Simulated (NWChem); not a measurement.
# Lowest excitation of CF2

```xyz
3

F      1.0291     0.0000    -0.1980
C      0.0000     0.0000     0.5940
F     -1.0291     0.0000    -0.1980
```
Charge 0, spin multiplicity 1.

All runs are NWChem calculations. Structure: optimised with B3LYP/def2-SVP, a minimum by its harmonic frequencies.

Basis set: def2-SVPD. CR-EOMCCSD(T) is the triples correction to the same EOM-CCSD root.

The correlated methods keep 3 core orbitals frozen. B3LYP has NWChem's definition, with VWN1-RPA local correlation. The structure started from a generated list of species. No row is a measurement; the coupled-cluster row has its own basis-set and correlation limits.

Q: Order these methods by the lowest vertical singlet excitation energy they give, lowest first: TD-PBE, CR-EOMCCSD(T), EOM-CCSD, CIS.

A: TD-PBE (4.67 eV), CR-EOMCCSD(T) (4.91 eV), EOM-CCSD (5.06 eV), CIS (5.18 eV)
